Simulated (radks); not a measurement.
Polarisability of the tantalum ion Ta5+, [Xe] 4f14, at imaginary frequency. Method: scalar-relativistic Kohn-Sham, LDA (Slater exchange, VWN5 correlation), spin-unpolarised, spherical densities, finite nucleus; Fermi nuclear charge, rms radius 5.3507 fm; computed with a radial shooting solver on a logarithmic mesh with Libxc functionals. Response by self-consistent Sternheimer equations with the Hartree and adiabatic LDA kernel, the relativistic mass of each level held fixed and spin-orbit coupling left out.

w (hartree)  alpha1(iw) (bohr^3)  alpha2(iw) (bohr^5)
0.00266                    2.530                3.570
0.0143                     2.530                3.570
0.0360                     2.529                3.570
0.0697                     2.526                3.568
0.118                      2.520                3.563
0.186                      2.506                3.554
0.280                      2.476                3.533
0.413                      2.417                3.490
0.605                      2.304                3.403
0.892                      2.095                3.227
1.35                       1.745                2.885
2.12                       1.254                2.278
3.59                      0.7296                1.413
6.94                      0.3214               0.5872
17.5                     0.08641               0.1291

Static values: alpha1 = 2.530 bohr^3 (0.3749 angstrom^3; uncoupled 4.488), alpha2 = 3.570 bohr^5, alpha3 = 13.82 bohr^7. C6 = 10.51, C8 = 84.78, triple-dipole C9 = 18.83 atomic units. One-pole (London) frequency 4 C6 / (3 alpha1^2) = 2.190 hartree, against 3.041 for minus the highest occupied eigenvalue.
